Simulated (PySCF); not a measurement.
Bonding in `C#C/C=C(/C)[SiH](C)C`

Compound: C7H12Si.
Numbering: `[CH:1]#[C:2]/[CH:3]=[C:4](/[CH3:5])[SiH:6]([CH3:7])[CH3:8]` (hydrogens: H9 on C1; H10 on C3; H11, H12, H13 on C5; H14 on Si6; H15, H16, H17 on C7; H18, H19, H20 on C8)

Structure used (GFN2-xTB), in Å, numbered top down from 1:
```
atom  x, y, z in Å
C1     0.0875    3.0130    0.0206
C2     0.7312    2.0113   -0.1451
C3     1.5396    0.8780   -0.3548
C4     1.1115   -0.3867   -0.2634
C5     2.0638   -1.5149   -0.5122
Si6   -0.6826   -0.8375    0.1687
C7    -1.1543   -0.1364    1.8728
C8    -1.8563   -0.1712   -1.1716
H9    -0.4908    3.8749    0.1725
H10    2.5725    1.1031   -0.6068
H11    3.0568   -1.1544   -0.7776
H12    1.6924   -2.1461   -1.3189
H13    2.1433   -2.1397    0.3770
H14   -0.7682   -2.3120    0.2070
H15   -1.0227    0.9408    1.8990
H16   -2.1922   -0.3511    2.1082
H17   -0.5422   -0.5624    2.6620
H18   -1.7458    0.9029   -1.2842
H19   -1.6563   -0.6258   -2.1371
H20   -2.8922   -0.3751   -0.9193
```

Bond orders from the PBE0/pcSseg-1 density (PySCF). The structure is a single GFN2-xTB conformer in the gas phase; no vibrational or solvent corrections.

(1) How far do the computed orders between heavy atoms stray from the drawn ones?

(2) Set the Mayer orders of the bonds beside their lengths.

Answers

(1) The largest departure is 0.611, at C1–C2 (drawn triple, 2.389). Drawn single, order above 1.12: C2–C3 (1.138). Drawn single, order below 0.88: C4–Si6 (0.791). Drawn double or triple, more than 0.30 short of the drawn order: C1–C2 (2.389).

(2) 
```json
{"bond": "C1–C2", "drawn as": "triple", "length (Å)": "1.202", "Mayer order": "2.389"}
{"bond": "C2–C3", "drawn as": "single", "length (Å)": "1.408", "Mayer order": "1.138"}
{"bond": "C3–C4", "drawn as": "double", "length (Å)": "1.338", "Mayer order": "1.813"}
{"bond": "C4–C5", "drawn as": "single", "length (Å)": "1.497", "Mayer order": "1.069"}
{"bond": "C4–Si6", "drawn as": "single", "length (Å)": "1.900", "Mayer order": "0.791"}
{"bond": "Si6–C7", "drawn as": "single", "length (Å)": "1.902", "Mayer order": "0.980"}
{"bond": "Si6–C8", "drawn as": "single", "length (Å)": "1.902", "Mayer order": "0.979"}
{"bond": "C1–H9", "drawn as": "single", "length (Å)": "1.049", "Mayer order": "1.148"}
{"bond": "C3–H10", "drawn as": "single", "length (Å)": "1.087", "Mayer order": "0.929"}
{"bond": "C5–H11", "drawn as": "single", "length (Å)": "1.089", "Mayer order": "0.962"}
{"bond": "C5–H12", "drawn as": "single", "length (Å)": "1.090", "Mayer order": "0.946"}
{"bond": "C5–H13", "drawn as": "single", "length (Å)": "1.090", "Mayer order": "0.945"}
{"bond": "Si6–H14", "drawn as": "single", "length (Å)": "1.477", "Mayer order": "0.951"}
{"bond": "C7–H15", "drawn as": "single", "length (Å)": "1.086", "Mayer order": "0.945"}
{"bond": "C7–H16", "drawn as": "single", "length (Å)": "1.086", "Mayer order": "0.958"}
{"bond": "C7–H17", "drawn as": "single", "length (Å)": "1.086", "Mayer order": "0.958"}
{"bond": "C8–H18", "drawn as": "single", "length (Å)": "1.086", "Mayer order": "0.946"}
{"bond": "C8–H19", "drawn as": "single", "length (Å)": "1.086", "Mayer order": "0.958"}
{"bond": "C8–H20", "drawn as": "single", "length (Å)": "1.085", "Mayer order": "0.958"}
```

By pair of heavy elements: C–C: lowest C4–C5 (1.069, 1.497 Å), highest C1–C2 (2.389, 1.202 Å). C–Si: lowest C4–Si6 (0.791, 1.900 Å), highest Si6–C7 and Si6–C8 (0.980, 1.902 Å). Bonds named together lie within 0.004.

Question: Sum the orders of all bonds at each heavy atom with more than one neighbour and set the sums beside the valence in the SMILES.

Answer: C1 3.537 (drawn 4), C2 3.527 (drawn 4), C3 3.880 (drawn 4), C4 3.673 (drawn 4), C5 3.922 (drawn 4), Si6 3.701 (drawn 4), C7 3.841 (drawn 4), C8 3.841 (drawn 4). Orders between atoms that aren't bonded are not in these sums.

The Mayer order sums products of elements of PS (density times overlap matrix) between the two atoms' basis functions, so it depends on the basis set.
